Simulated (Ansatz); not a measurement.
One change: `C[CH2][InH][NH2]` becomes `N[CH2][InH][NH2]`.

Ansatz, PBE0-D4/def2-TZVP geometries, multiplicity 1. Each molecule was computed in one conformer, which needn't be the lowest.

Elements past krypton have def2 core potentials.

| property | `C[CH2][InH][NH2]` |
| --- | --- |
| HOMO–LUMO gap (ωB97M-V/def2-TZVPP) / eV | 9.71 |
| LUMO energy (PBE/def2-TZVPP) / eV | -1.41 |
| HOMO–LUMO gap (B3LYP/def2-TZVPP) / eV | 5.49 |
| HOMO energy (PBE/def2-TZVPP) / eV | -5.42 |
| LUMO energy (PBE0/def2-TZVPP) / eV | -0.72 |
| LUMO energy (ωB97M-V/def2-TZVPP) / eV | 0.62 |

Question: What does the change do to each property? (Best estimate.)

Answer: Computed: 
| property | `N[CH2][InH][NH2]` | shift |
| --- | --- | --- |
| HOMO–LUMO gap (ωB97M-V/def2-TZVPP) / eV | 8.67 | -1.04 |
| LUMO energy (PBE/def2-TZVPP) / eV | -1.49 | -0.08 |
| HOMO–LUMO gap (B3LYP/def2-TZVPP) / eV | 4.70 | -0.79 |
| HOMO energy (PBE/def2-TZVPP) / eV | -4.78 | 0.64 |
| LUMO energy (PBE0/def2-TZVPP) / eV | -0.82 | -0.10 |
| LUMO energy (ωB97M-V/def2-TZVPP) / eV | 0.52 | -0.10 |

With PBE0 the HOMO rises by 0.73 eV and the LUMO falls by 0.10 eV, so the gap narrows by about 0.83 eV. PBE moves the HOMO by 0.64 eV and ωB97M-V by 0.93 eV.

B3LYP here is the variant with VWN-RPA as its local correlation; programs differ in this.
